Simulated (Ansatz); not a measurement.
```yaml
crystal:
  periodic: [false, false, false]
  atoms:
    - {symbol: Na, position_ang: [-0.451927, -2.085665, -0.268463]}
    - {symbol: Na, position_ang: [2.346656, -0.529416, -1.285237]}
    - {symbol: Na, position_ang: [2.168504, -3.954163, -2.191244]}
    - {symbol: Sn, position_ang: [-2.833536, 2.149500, 0.035643]}
    - {symbol: Sn, position_ang: [-0.368211, 2.859071, 1.480779]}
    - {symbol: Sn, position_ang: [1.193133, 0.459032, 1.528278]}
    - {symbol: Sn, position_ang: [-0.352047, 1.058046, -1.001927]}
    - {symbol: Sn, position_ang: [-1.702572, 0.043584, 1.702181]}
basis:
  gaussian: {orbitals: def2-TZVPD, initial_orbitals: start.molden}
total_charge: -1
hamiltonian: {xc: pbe0, dispersion: d4}
scf: {omitted_lower_state_checks: [starts]}
output: {orbitals: {seedname: orbitals}}
```

The file start.molden holds the orbitals of an earlier run on this structure, at another level or in another basis.

```sh
$ ansatz run in.yaml --threads 4 --pin off --events-out ev --progress --plain --max-ram 4787MiB
```

**Question.** Does this run fit into the memory that it is given?

**Answer.** No. It has 385 basis functions, and Ansatz plans for 4.82 GiB where 4.67 GiB are given.
